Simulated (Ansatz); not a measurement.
System: sum formula H4BPO2, net charge 0, singlet state. 
Geometry from a B3LYP-D3(BJ)/def2-TZVP (Ansatz, a program for electronic structure) optimisation:
SMILES: OB(P)O
```xyz
8

O     -0.9983     1.3381     0.3178
B     -0.4900     0.0832     0.1146
O     -1.3400    -0.9763     0.1824
P      1.3505    -0.2649    -0.4092
H     -0.3561     2.0512     0.2737
H     -2.2486    -0.7129     0.3768
H      1.9496     0.6882     0.4541
H      1.5537    -1.3628     0.4590
```

Basis-set convergence of Hartree-Fock and MP2 correlation energies (hartree) with Ansatz. Correlated levels leave the core frozen unless marked. Spin-orbit coupling is left out. Non-relativistic.

| basis | functions | E(HF) | E(corr, MP2) |
|---|---|---|---|
| cc-pV(D+d)Z | 85 | -517.60483 | -0.58004 |
| cc-pV(T+d)Z | 185 | -517.67773 | -0.73575 |
| cc-pV(Q+d)Z | 349 | -517.69485 | -0.79243 |

Extrapolating the two largest sets (X = 3 and 4) as X^-3: E(corr) = (64·(-0.79243) - 27·(-0.73575))/37 = -0.8338 Eh, an estimate of the basis-set limit. The largest set recovers 95.0 % of it, the smallest 69.6 %.
